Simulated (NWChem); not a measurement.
System: germanium monoxide (GeO, singlet); SMILES [O]=[Ge]

Here is an NWChem input.

```
start job
memory heap 200 mb stack 900 mb global 1100 mb
geometry units angstroms noautosym nocenter noautoz
  Ge     0.000000     0.000000     0.339057
  O      0.000000     0.000000    -1.284500
end
basis spherical
  * library def2-svpd
end
dft
  xc b3lyp
  iterations 150
end
property
  response 1 0.0
end
task dft property
```

Low-valent species are run as closed-shell singlets; no triplet was tried in these runs. Geometry: optimised at PBE0/def2-SVP.

Static field.

Q: Predict the main results of this run. (B3LYP/def2-SVPD.) Quantities: isotropic polarisability (bohr³); anisotropy (bohr³).

A: 
```json
{
 "isotropic polarisability (bohr³)": "31.2",
 "anisotropy (bohr³)": "10.9"
}
```
